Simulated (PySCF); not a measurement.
Radial density of I⁺ (iodine, charge +1)

UHF, [Kr] 4d10 5s1 5p5, high-spin 3P determinant (an excited configuration). Computed with PySCF 2.14 in def2-TZVPPD with the def2 core potential (28 electrons), with scalar relativity through the core potential. This is the valence pseudo-density: the core potential removes the inner electrons and smooths the orbitals near the nucleus.

| r (bohr) | 4πr²ρ (e/bohr) | 4πr²(ρα − ρβ) |
| --- | --- | --- |
| 0.00208 | 1.301e-05 | 0.0000 |
| 0.00351 | 3.590e-05 | 0.0000 |
| 0.00590 | 9.488e-05 | 0.0000 |
| 0.00992 | 0.0002269 | 0.0000 |
| 0.0167 | 0.0004607 | 0.0000 |
| 0.0281 | 0.0008166 | 0.0001 |
| 0.0472 | 0.001303 | 0.0001 |
| 0.0794 | 0.003678 | 0.0001 |
| 0.134 | 0.02800 | 0.0003 |
| 0.225 | 0.3506 | 0.0036 |
| 0.378 | 5.189 | 0.0867 |
| 0.636 | 26.24 | 0.2593 |
| 1.07 | 14.12 | 0.1637 |
| 1.80 | 4.297 | 1.4151 |
| 3.02 | 1.430 | 0.3213 |
| 5.09 | 0.05825 | -0.0089 |
| 8.56 | 8.295e-05 | 0.0000 |

Energies and moments cover only the electrons outside the core potential.

Task: Where is the radial spin density 4πr²(ρα − ρβ) most negative, and why is it negative at all?

Result: Around r = 5.09 bohr, down to -0.0089 e/bohr: exchange with the open shell polarises the paired shells in an unrestricted calculation.
